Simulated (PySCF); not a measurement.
CH5B, singlet, geometry from GFN2-xTB; HF/def2-SVP, optimisation and frequencies (PySCF).

Input for PySCF:
```python
from pyscf import gto, scf
from pyscf.geomopt import geometric_solver
from pyscf.hessian import thermo

mol = gto.M(
    atom='''
B    -0.44075724   -0.75569466    0.11250885
H    -0.01483367   -1.58802239    0.81587872
H    -1.48355428   -0.91161405   -0.39461340
C     0.35060097    0.57673827   -0.10311864
H     0.02676563    1.26975331    0.67704735
H     0.14387905    1.06964199   -1.05021533
H     1.42792363    0.47828483    0.00807024
''',
    basis='def2-svp',
    verbose=3,
)

def method(m):
    mf = scf.RHF(m)
    return mf

conv, mol_eq = geometric_solver.kernel(method(mol), maxsteps=100, convergence_set='GAU_TIGHT')
print('optimisation converged:', conv)
print(mol_eq.tostring(format='xyz'))
mf = method(mol_eq)
mf.kernel()
hess = mf.Hessian().kernel()
freq = thermo.harmonic_analysis(mf.mol, hess)
thermo.dump_normal_mode(mf.mol, freq)
th = thermo.thermo(mf, freq['freq_au'], 298.15, 101325)
thermo.dump_thermo(mf.mol, th)
```

What the program printed (banner, timings and long lists left out):

```
Custom engine selected.
Bonds will be generated from interatomic distances less than 1.20 times sum of covalent radii
21 internal coordinates being used (instead of 21 Cartesians)
Internal coordinate system (atoms numbered from 1):
Distance 1-2
Distance 1-3
Distance 1-4
Distance 4-5
Distance 4-6
Distance 4-7
Angle 2-1-4
Angle 3-1-4
Angle 1-4-5
Angle 1-4-6
Angle 1-4-7
Angle 5-4-6
Angle 5-4-7
Angle 6-4-7
Out-of-Plane 1-2-3-4
Dihedral 2-1-4-5
Dihedral 2-1-4-6
Dihedral 2-1-4-7
Dihedral 3-1-4-5
Dihedral 3-1-4-6
Dihedral 3-1-4-7
Translation-X 1-7
Translation-Y 1-7
Translation-Z 1-7
Rotation-A 1-7
Rotation-B 1-7
Rotation-C 1-7
<class 'geometric.internal.Distance'> : 6
<class 'geometric.internal.Angle'> : 8
<class 'geometric.internal.OutOfPlane'> : 1
<class 'geometric.internal.Dihedral'> : 6
<class 'geometric.internal.TranslationX'> : 1
<class 'geometric.internal.TranslationY'> : 1
<class 'geometric.internal.TranslationZ'> : 1
<class 'geometric.internal.RotationA'> : 1
<class 'geometric.internal.RotationB'> : 1
<class 'geometric.internal.RotationC'> : 1
> ===== Optimization Info: ====
> Job type: Energy minimization
> Maximum number of optimization cycles: 100
> Initial / maximum trust radius (Angstrom): 0.100 / 0.300
> Convergence Criteria:
> Will converge when all 5 criteria are reached:
>  |Delta-E| < 1.00e-06
>  RMS-Grad  < 1.00e-05
>  Max-Grad  < 1.50e-05
>  RMS-Disp  < 4.00e-05
>  Max-Disp  < 6.00e-05
> === End Optimization Info ===

Geometry optimization cycle 1
Cartesian coordinates (Angstrom)
 Atom        New coordinates             dX        dY        dZ
   B  -0.440757  -0.755695   0.112509    0.000000  0.000000  0.000000
   H  -0.014834  -1.588022   0.815879    0.000000  0.000000  0.000000
   H  -1.483554  -0.911614  -0.394613    0.000000  0.000000  0.000000
   C   0.350601   0.576738  -0.103119    0.000000  0.000000  0.000000
   H   0.026766   1.269753   0.677047    0.000000  0.000000  0.000000
   H   0.143879   1.069642  -1.050215    0.000000  0.000000  0.000000
   H   1.427924   0.478285   0.008070    0.000000  0.000000  0.000000

WARN: Mole.unit (angstrom) is changed to Bohr

converged SCF energy = -65.3950936380118
--------------- RHF_Scanner gradients ---------------
         x                y                z
0 B    -0.0075924402    -0.0122654815     0.0023582926
1 H    -0.0049634491     0.0128914212    -0.0101881679
2 H     0.0154422393     0.0034937353     0.0066298186
3 C    -0.0043516488    -0.0022972593     0.0039962894
4 H     0.0025310751    -0.0021434096    -0.0042687293
5 H     0.0019169975    -0.0009677790     0.0027553977
6 H    -0.0029827738     0.0012887730    -0.0012829010
----------------------------------------------
cycle 1: E = -65.395093638  dE = -65.3951  norm(grad) = 0.0299451
Step    0 : Gradient = 1.132e-02/1.716e-02 (rms/max) Energy = -65.3950936380
[...]
Geometry optimization cycle 2
Cartesian coordinates (Angstrom)
 Atom        New coordinates             dX        dY        dZ
   B  -0.435653  -0.750556   0.109187    0.005104  0.005139 -0.003322
   H  -0.019563  -1.617801   0.832549   -0.004730 -0.029778  0.016671
   H  -1.512313  -0.930326  -0.397747   -0.028759 -0.018712 -0.003134
   C   0.362008   0.589661  -0.109738    0.011407  0.012923 -0.006620
   H   0.026014   1.276536   0.681749   -0.000751  0.006783  0.004702
   H   0.146504   1.084338  -1.059506    0.002625  0.014696 -0.009290
   H   1.443026   0.487234   0.009064    0.015103  0.008949  0.000993
converged SCF energy = -65.3963007491896
--------------- RHF_Scanner gradients ---------------
         x                y                z
0 B     0.0004381585     0.0003665129    -0.0003268259
1 H    -0.0007762510    -0.0008172724    -0.0000210779
2 H    -0.0003350541    -0.0010204624     0.0003425484
3 C    -0.0006686071    -0.0000309703     0.0007939327
4 H     0.0003688849     0.0006537303    -0.0000822811
5 H     0.0002425587     0.0005365460    -0.0005541458
6 H     0.0007303101     0.0003119158    -0.0001521504
----------------------------------------------
cycle 2: E = -65.3963007492  dE = -0.00120711  norm(grad) = 0.00243539
Step    1 : Displace = 2.225e-02/3.445e-02 (rms/max) Trust = 1.000e-01 (=) Grad = 9.205e-04/1.127e-03 (rms/max) E (change) = -65.3963007492 (-1.207e-03) Quality = 0.920
[...]
Geometry optimization cycle 3
Cartesian coordinates (Angstrom)
 Atom        New coordinates             dX        dY        dZ
   B  -0.436304  -0.751261   0.109582   -0.000651 -0.000706  0.000395
   H  -0.006671  -1.609320   0.836811    0.012892  0.008481  0.004261
   H  -1.512637  -0.915758  -0.404378   -0.000324  0.014567 -0.006631
   C   0.360880   0.585898  -0.110472   -0.001128 -0.003763 -0.000734
   H   0.021105   1.268328   0.683119   -0.004909 -0.008208  0.001370
   H   0.142947   1.079436  -1.059345   -0.003557 -0.004901  0.000161
   H   1.440704   0.481764   0.010242   -0.002323 -0.005470  0.001178
converged SCF energy = -65.3963204289895
--------------- RHF_Scanner gradients ---------------
         x                y                z
0 B    -0.0001623857    -0.0003621044    -0.0000053128
1 H     0.0009946566    -0.0000786764     0.0005238087
2 H    -0.0005519477     0.0006336006    -0.0007508737
3 C    -0.0006175225    -0.0002599724     0.0006039863
4 H     0.0001595778     0.0001997336    -0.0000820111
5 H    -0.0000039634    -0.0000235641    -0.0002212613
6 H     0.0001815849    -0.0001090169    -0.0000683360
----------------------------------------------
cycle 3: E = -65.396320429  dE = -1.96798e-05  norm(grad) = 0.0019189
Step    2 : Displace = 9.974e-03/1.601e-02 (rms/max) Trust = 1.414e-01 (+) Grad = 7.253e-04/1.127e-03 (rms/max) E (change) = -65.3963204290 (-1.968e-05) Quality = 0.427
[...]
Geometry optimization cycle 4
Cartesian coordinates (Angstrom)
 Atom        New coordinates             dX        dY        dZ
   B  -0.435124  -0.749943   0.108889    0.001179  0.001319 -0.000694
   H  -0.012400  -1.610426   0.835184   -0.005729 -0.001106 -0.001627
[...]
converged SCF energy = -65.3963364922669
Step    3 : Displace = 3.644e-03/6.058e-03 (rms/max) Trust = 1.414e-01 (=) Grad = 1.946e-04/4.440e-04 (rms/max) E (change) = -65.3963364923 (-1.606e-05) Quality = 1.086
converged SCF energy = -65.3963376755142
Step    4 : Displace = 1.159e-03/2.138e-03 (rms/max) Trust = 2.000e-01 (+) Grad = 9.641e-05/2.179e-04 (rms/max) E (change) = -65.3963376755 (-1.183e-06) Quality = 1.422
converged SCF energy = -65.3963380554551
Step    5 : Displace = 1.072e-03/2.117e-03 (rms/max) Trust = 2.828e-01 (+) Grad = 2.347e-05/5.317e-05 (rms/max) E (change) = -65.3963380555 (-3.799e-07) Quality = 1.059
converged SCF energy = -65.3963380613408
Step    6 : Displace = 7.350e-05/1.179e-04 (rms/max) Trust = 3.000e-01 (+) Grad = 5.220e-06/1.223e-05 (rms/max) E (change) = -65.3963380613 (-5.886e-09) Quality = 1.149
converged SCF energy = -65.3963380615488
Step    7 : Displace = 1.506e-05/2.728e-05 (rms/max) Trust = 3.000e-01 (=) Grad = 9.460e-07/2.111e-06 (rms/max) E (change) = -65.3963380615 (-2.079e-10) Quality = 0.776
converged SCF energy = -65.3963380615465
[...]
Normal mode                   x     y     z       x     y     z       x     y     z
       0   B                -0.01  0.00 -0.00    0.02  0.03 -0.01    0.04 -0.02  0.03
       1   H                -0.19  0.27  0.43   -0.09  0.18  0.23   -0.43 -0.27  0.00
       2   H                 0.23 -0.29 -0.39   -0.11  0.18  0.22    0.11  0.42 -0.27
       3   C                -0.01  0.00 -0.01    0.03 -0.06 -0.07    0.02 -0.01  0.02
       4   H                 0.32 -0.15  0.26   -0.40 -0.54  0.19   -0.07  0.03 -0.06
       5   H                -0.19  0.22  0.15   -0.01  0.29  0.13   -0.39 -0.24 -0.01
       6   H                 0.01 -0.14 -0.29    0.03  0.27  0.17    0.09  0.39 -0.24
Mode                                 3                   4                   5
Irrep
Freq [cm^-1]                      996.3525           1133.5700           1150.3928
Reduced mass [au]                   2.2814              1.4622              1.4864
Force const [Dyne/A]                1.3344              1.1070              1.1590
Char temp [K]                    1433.5294           1630.9549           1655.1591
Normal mode                   x     y     z       x     y     z       x     y     z
       0   B                -0.08 -0.16  0.01   -0.09  0.04 -0.07   -0.08  0.05  0.13
       1   H                -0.24 -0.17  0.11    0.25  0.28  0.02    0.20 -0.26 -0.40
       2   H                -0.16 -0.20  0.18   -0.11 -0.35  0.10    0.21 -0.26 -0.39
       3   C                 0.08  0.12 -0.03    0.09 -0.04  0.07    0.05 -0.02 -0.06
       4   H                 0.06  0.11 -0.02   -0.12  0.05 -0.10   -0.10 -0.17  0.03
       5   H                 0.14  0.25  0.02   -0.31 -0.28  0.04   -0.01  0.18  0.05
       6   H                 0.10  0.27 -0.02    0.15  0.35 -0.17    0.04  0.16  0.09
Mode                                 6                   7                   8
Irrep
Freq [cm^-1]                     1329.3319           1440.6423           1534.9823
Reduced mass [au]                   1.1745              1.3696              1.0398
Force const [Dyne/A]                1.2228              1.6747              1.4435
Char temp [K]                    1912.6126           2072.7635           2208.4978
Normal mode                   x     y     z       x     y     z       x     y     z
       0   B                 0.06  0.10 -0.02   -0.04 -0.05  0.02    0.01 -0.01  0.01
       1   H                -0.52 -0.29 -0.13    0.15  0.04  0.03   -0.03 -0.02  0.02
       2   H                 0.00 -0.53  0.29   -0.02  0.12 -0.11    0.03  0.02 -0.02
       3   C                 0.01  0.02  0.00    0.06  0.13 -0.00    0.04 -0.02  0.03
       4   H                -0.11 -0.13  0.07   -0.34 -0.34  0.22   -0.50  0.23 -0.41
       5   H                -0.09 -0.14 -0.05   -0.12 -0.36 -0.21   -0.10  0.40  0.27
       6   H                -0.02 -0.18  0.01    0.01 -0.42 -0.10    0.03 -0.37 -0.32
Mode                                 9                  10                  11
Irrep
Freq [cm^-1]                     1574.4429           2662.9857           2738.3641
Reduced mass [au]                   1.0729              1.0566              1.1306
Force const [Dyne/A]                1.5670              4.4145              4.9949
Char temp [K]                    2265.2728           3831.4435           3939.8963
Normal mode                   x     y     z       x     y     z       x     y     z
       0   B                -0.00 -0.02 -0.01   -0.04 -0.06  0.01    0.08 -0.04  0.06
       1   H                 0.00  0.02  0.04   -0.25  0.49 -0.42   -0.23  0.47 -0.40
       2   H                -0.03  0.03  0.02    0.61  0.09  0.29   -0.59 -0.10 -0.28
       3   C                 0.05  0.01 -0.05    0.00  0.00 -0.00   -0.00  0.00 -0.00
       4   H                 0.15  0.14 -0.10   -0.01  0.00  0.01   -0.00  0.00 -0.00
       5   H                -0.64  0.06  0.14   -0.01  0.00 -0.01    0.00 -0.00  0.01
       6   H                -0.06 -0.21  0.62    0.01 -0.01  0.00    0.01 -0.01  0.00
Mode                                12                  13                  14
Irrep
Freq [cm^-1]                     3131.2345           3223.9319           3272.5949
Reduced mass [au]                   1.0522              1.0809              1.1059
Force const [Dyne/A]                6.0783              6.6193              6.9783
Char temp [K]                    4505.1493           4638.5202           4708.5354
Normal mode                   x     y     z       x     y     z       x     y     z
       0   B                 0.00  0.00 -0.00    0.00  0.00  0.00   -0.00  0.00 -0.00
       1   H                -0.00 -0.01  0.00    0.00 -0.00  0.00    0.01 -0.01  0.00
       2   H                -0.01 -0.00 -0.00   -0.00 -0.00 -0.00    0.01  0.00  0.01
       3   C                 0.00 -0.05 -0.03   -0.05 -0.00  0.06   -0.07  0.03 -0.05
       4   H                -0.27  0.55  0.63    0.11 -0.25 -0.28   -0.01  0.01 -0.01
       5   H                -0.06  0.12 -0.26   -0.13  0.28 -0.53    0.13 -0.30  0.58
       6   H                 0.29 -0.04  0.03    0.61 -0.06  0.08    0.66 -0.06  0.07
temperature 298.1500 [K]
pressure 101325.00 [Pa]
Rotational constants [GHz] 95.71509 21.29568 19.47702
Symmetry number 1
Zero-point energy (ZPE) 0.05850 [Eh]   153603.318 [J/mol]
                           tot       elec      trans        rot        vib
Entropy [J/mol/K]       247.923      0.000    150.242     82.141     15.540
Cv [J/mol/K]             45.437      0.000     12.472     12.472     20.493
Cp [J/mol/K]             53.751      0.000     20.786     12.472     20.493
Internal energy [J/mol]                      3718.434   3718.434 156254.467
Internal energy [Eh]   -65.33399  -65.39634
Enthalpy [J/mol]                             6197.391   3718.434 156254.467
Enthalpy [Eh]          -65.33305
Gibbs free energy [J/mol]                  -38597.254 -20771.843 151621.128
Gibbs free energy [Eh] -65.36120
```
